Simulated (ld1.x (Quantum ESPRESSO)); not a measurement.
**u(r) = r·R(r): atom against pseudo-atom (Sc)**

Columns: radius, all-electron u(r) and pseudo u(r) of the 3s shell (level -51.97 eV) of scandium in the configuration [Ne] 3s2 3p6 3d2 4s1 4p0; PBEsol, scalar-relativistic, TM scheme, ld1.x (Quantum ESPRESSO) 7.5.

```csv
r (bohr),all-electron,pseudo
0.078,0.1289,0.0640
0.155,-0.3731,0.1306
0.232,-0.5557,0.2041
0.310,-0.4325,0.2891
0.388,-0.1505,0.3877
0.465,0.1684,0.4998
0.542,0.4618,0.6241
0.620,0.7030,0.7553
0.698,0.8791,0.8788
0.775,0.9915,0.9777
0.852,1.0515,1.0415
0.930,1.0692,1.0656
1.008,1.0540,1.0535
1.085,1.0159,1.0159
1.162,0.9622,0.9622
1.240,0.8981,0.8981
1.318,0.8289,0.8289
1.395,0.7589,0.7589
1.472,0.6897,0.6897
1.550,0.6222,0.6222
1.628,0.5582,0.5582
1.705,0.4993,0.4993
1.782,0.4449,0.4449
1.860,0.3946,0.3946
1.938,0.3489,0.3489
2.015,0.3083,0.3083
```

How many radial nodes do the two functions have?

The all-electron 3s function has n − l − 1 = 2; the pseudo-wave has 0, since the states of the same l below it are removed with the core.

At about which radius was the pseudo-wave matched?

1.15 bohr. The columns agree to 0.0005 from 1.01 bohr on; several derivatives are matched, so the curves merge somewhat inside the radius.

Where does each function peak?

Outermost all-electron maximum near 0.93 bohr, pseudo maximum near 0.93 bohr (to the table’s step).

Is the pseudo-wave norm-conserving?

Yes: the TM scheme keeps the norm inside the radius equal to the all-electron one, which fixes the energy derivative of the logarithmic derivative at the level.
